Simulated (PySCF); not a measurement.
Harmonic spectrum computed at PBE0 in the def2-TZVP basis family (core potentials from Rb on, PySCF, no spin–orbit coupling):

```csv
ω (cm⁻¹),IR (km/mol)
858,12.7
2003,23.8
2011,24.2
```

Question: Which molecule gave it? In each, all ligands are bound to the one heavy central atom.
A. AsH₂⁺ (singlet)
B. LuH₂⁺ (singlet)
C. SbH₂⁺ (singlet)
D. BrH₂⁺ (singlet)

Answer: C. It has C2v symmetry with Sb–H 1.709 Å (×2).
